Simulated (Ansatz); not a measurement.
Job for Ansatz (an electronic-structure program): R-PBE/def2-TZVPP on ClH3Si2 (SMILES [SiH3][Si]Cl), a point of a torsion scan.

Ansatz 0.2 input:
```yaml
crystal:
  periodic: [false, false, false]
  atoms:
    - {symbol: Si, position_ang: [-0.68156624, -0.06511018, 0.04463459]}
    - {symbol: Si, position_ang: [1.36319563, -1.13505298, -0.10874508]}
    - {symbol: Cl, position_ang: [1.20356779, -2.74055061, 1.21612319]}
    - {symbol: H, position_ang: [-1.13290682, 0.47727417, 1.33626167]}
    - {symbol: H, position_ang: [-1.86319308, -0.79024425, -0.44987081]}
    - {symbol: H, position_ang: [-0.56403502, 1.11120573, -0.83492661]}
basis:
  gaussian:
    orbitals: def2-TZVPP
hamiltonian:
  xc: {name: PBE}
scf: {lower_state_search: off}
```

**Question.** Give the final energy of this run.

**Answer.** -1040.5113 hartree.
